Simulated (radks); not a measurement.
Problem. Al2+, 11 electrons, occupied as [Ne] 3s1. Calculated with a radial shooting solver on a logarithmic mesh with Libxc functionals: non-relativistic Kohn-Sham, LDA (Slater exchange, VWN5 correlation), spin-unpolarised, spherical densities, point nucleus; hard spherical wall at 1.5 bohr. Some entries of the table are withheld. Estimate them.

| orbital | occ. | eigenvalue (eV) | <r^2> (bohr^2) |
|---|---|---|---|
| 1s | 2 | -1482.898 | (1) |
| 2s | 2 | -100.7793 | (2) |
| 2p | 6 | -61.6508 | 0.3804 |
| 3d | 0 | 98.2102 | (3) |
| 3s | 1 | 119.4875 | 0.8798 |
| 3p | 0 | 123.3310 | (4) |
| 4s | 0 | 463.1467 | 0.8462 |

Solution. 
(1) 1s <r^2> (bohr^2): 0.01976
(2) 2s <r^2> (bohr^2): 0.4240
(3) 3d <r^2> (bohr^2): 0.8460
(4) 3p <r^2> (bohr^2): 0.8276
